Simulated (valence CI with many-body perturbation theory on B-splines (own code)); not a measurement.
## Questions on Rb XXIV

Calculated by valence CI with perturbative core correlation (CI+MBPT): four valence electrons over a frozen Dirac-Fock core [Ne], a basis of 11 s, 11 p, 10 d, 8 f, 5 g, 2 h functions for each j, with the one-electron correlation potential Σ1 (screened to all orders), the two-electron term Σ2, the three-electron term Σ3, Breit, model QED; selected single and double excitations, second order for the rest, scaled by the run's own slope (own B-spline code, finite nucleus).

No measured spectrum was set against this ion. As an estimate, levels of excited configurations hold to 0.05 to 0.15 % of their energy, terms of the ground configuration to about 0.5 %. Among the levels kept, up to 740 cm⁻¹ of a level comes from second order outside the variational space, and about a tenth of that is noise between levels of different J, which matters for small intervals.

Names give the largest LS component (configuration and term), which can be under half, so a name can repeat, a term be missing and a line seem to break the LS rules; names also repeat where a configuration has a term twice.

Rates and lifetimes use the calculated energies. Strong lines usually hold to 10 to 20 %, long lifetimes can be off by a factor of two.

(1) What is the ground level?

(2) Name the longest-lived excited levels whose lifetime is computed, and their main decay.

(3) Among levels below 286.71 eV, which E1 lines absorb most strongly from the ground level?

(4) What is the ionisation energy?

(5) How well does LS coupling describe the low levels?

(6) Where does the other parity begin?

Answers

(1) 3s²3p² ³P_0, composition 83 % 3s²3p² ³P + 15 % 3s²3p² ¹S.

(2) 3s²3p² ³P_2 at 13.35 eV lives 5.77 ms, mostly by M1 to 3s²3p² ³P_1; 3s²3p² ³P_1 at 9.92 eV lives 128 μs, mostly by M1 to 3s²3p² ³P_0; 3s²3p² ¹D_2 at 26.16 eV lives 41.8 μs, mostly by M1 to 3s²3p² ³P_1. The lifetime of 3s²3p3d ³F°_4 is too uncertain to give, and may be longer.

(3) to 3s²3p3d ³D°_1 at 10.82 nm, f = 0.580; to 3s3p³ ³S°_1 at 11.99 nm, f = 0.134; to 3s3p³ ³D°_1 at 16.38 nm, f = 0.105.

(4) 1079.3 eV; NIST lists 1080 ± 3 eV (semi-empirical).

(5) Among the lowest 20 levels the leading LS term, summed over configurations, holds 72 % on average. For single configurations the figures are 66 % in LS and 72 % in jj coupling. Terms mix most in the J = 2 level at 98.41 eV, where the leading one holds 37 %.

(6) At 3s3p³ ⁵S°_2, 62.21 eV.
